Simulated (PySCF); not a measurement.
C6H8, SMILES C#C[C@H](C)C=C.

The structure is a stationary point at PBE0-D3(BJ)/def2-SVP. The structure was generated by enumeration; whether it is a known compound was not checked. One conformer was computed; it need not be the lowest.

Calculation: SMD-ωB97X/6-31G* run with PySCF.

Solvation free energies are E(SMD) − E(gas) at the gas-phase geometry, for 1 M in both phases. In vacuum the dipole moment is 0.52 D.

Rank water, dichloromethane, tetrahydrofuran by solvation free energy, most negative first.

dichloromethane (-5.5 kcal/mol), tetrahydrofuran (-4.0 kcal/mol), water (-0.1 kcal/mol)
